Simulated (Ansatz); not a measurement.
# Nudged elastic band run: ClH₄OSbSi

Input file:

```yaml
crystal:
  periodic: [false, false, false]
  atoms:
    - { symbol: O, position_ang: [-1.528875, 1.312723, -0.379439] }
    - { symbol: Sb, position_ang: [0.446226, 1.438158, -0.060125] }
    - { symbol: Si, position_ang: [0.619579, -1.132384, 0.082707] }
    - { symbol: Cl, position_ang: [0.786144, -1.896448, -1.843904] }
    - { symbol: H, position_ang: [-1.783675, 1.945953, -1.062457] }
    - { symbol: H, position_ang: [0.322348, 1.529478, 1.652414] }
    - { symbol: H, position_ang: [1.827531, -1.549182, 0.845136] }
    - { symbol: H, position_ang: [-0.597077, -1.705297, 0.709667] }
basis:
  gaussian: { orbitals: def2-SVP }
hamiltonian:
  xc: cam_b3lyp
neb:
  order_check: false
  images: 4
  f_tol: 0.03
  max_iterations: 60
  initial_path: idpp
  climbing: false
  final_atoms:
    - { symbol: O, position_ang: [-1.4303508, 1.39189476, 0.52074654] }
    - { symbol: Sb, position_ang: [0.10136473, 1.29026192, -0.77609107] }
    - { symbol: Si, position_ang: [0.3943255, -1.1826873, -0.10326657] }
    - { symbol: Cl, position_ang: [2.16959225, -1.92028874, -0.90231382] }
    - { symbol: H, position_ang: [-2.14731835, 1.9134476, 0.13860975] }
    - { symbol: H, position_ang: [1.30139146, 1.77516888, 0.35090934] }
    - { symbol: H, position_ang: [0.43355031, -1.34329661, 1.3716741] }
    - { symbol: H, position_ang: [-0.73035411, -1.98149951, -0.65626927] }
```

Command:

```bash
$ ansatz run input.yaml --threads 2 --pin off --max-ram 3072MiB --backend cpu --events-out ev --progress --plain --runs-dir out
```

Output, in part (warnings, iteration lines, the closing report on the highest movable image, with atoms numbered from 0):

```
NEB end point (image 0): max|allowed force component| = 2.963e-3 eV/Å (the criterion of neb.relax_end_points is 1.000e-2)
NEB end point (image 5): max|allowed force component| = 6.717e-3 eV/Å (the criterion of neb.relax_end_points is 1.000e-2)
NEB iter   1: max|band force component| = 1.060e0 eV/Å  barrier→ = 0.1378 eV  barrier← = 0.1529 eV  Δτ_max = 0.2000 Å  (156 SCF iters)
NEB iter   2: max|band force component| = 1.189e0 eV/Å  barrier→ = 0.2147 eV  barrier← = 0.2298 eV  Δτ_max = 0.0969 Å  (116 SCF iters)
NEB iter   3: max|band force component| = 2.712e-1 eV/Å  barrier→ = 0.0427 eV  barrier← = 0.0578 eV  Δτ_max = 0.0502 Å  (111 SCF iters)
NEB iter   4: max|band force component| = 3.938e-2 eV/Å  barrier→ = 0.0339 eV  barrier← = 0.0490 eV  Δτ_max = 0.0190 Å  (101 SCF iters)
NEB iter   5: max|band force component| = 2.351e-2 eV/Å  barrier→ = 0.0328 eV  barrier← = 0.0479 eV  Δτ_max = 0.0000 Å  (212 SCF iters)
Total energy: -29042.33937230 eV, -1067.2862863274 hartree
Atom 0 at    -1.583814     1.401606     0.267557 Å, force     0.007905    -0.006320    -0.016549 eV/Å
Atom 1 at     0.321388     1.389198    -0.355288 Å, force     0.003557     0.022889     0.021687 eV/Å
Atom 2 at     0.527009    -1.185156    -0.112556 Å, force     0.017929    -0.005486    -0.016440 eV/Å
Atom 3 at     1.231599    -1.958277    -1.913505 Å, force    -0.010245    -0.011058     0.005821 eV/Å
Atom 4 at    -2.082447     2.035078    -0.264153 Å, force    -0.003817    -0.009904     0.007282 eV/Å
Atom 5 at     0.989601     1.617294     1.211743 Å, force    -0.011457    -0.007191    -0.007710 eV/Å
Atom 6 at     1.495026    -1.580903     0.943884 Å, force     0.000464    -0.002215     0.000499 eV/Å
Atom 7 at    -0.806161    -1.775840     0.166318 Å, force    -0.004337     0.019285     0.005409 eV/Å
Dipole moment:     0.036202     0.334245    -0.037886 e Å
```

It converged. No image climbed, so the highest image needn't sit at the top of the path.

Final band (atoms are numbered from 1 in the order of the input):

```tsv
image	path coordinate (Å)	energy (eV)	dihedral O1–Sb2–Si3–H7 (°)
0	0.00	0.000	-157
1	0.75	0.013	-136
2	1.50	0.033	-114
3	2.25	0.028	-92
4	2.99	0.002	-70
5	3.74	-0.015	-50
```

Time of the run: 73 s on 2 threads of Arm Neoverse V1, with other jobs on the host, peak memory 0.27 GiB.
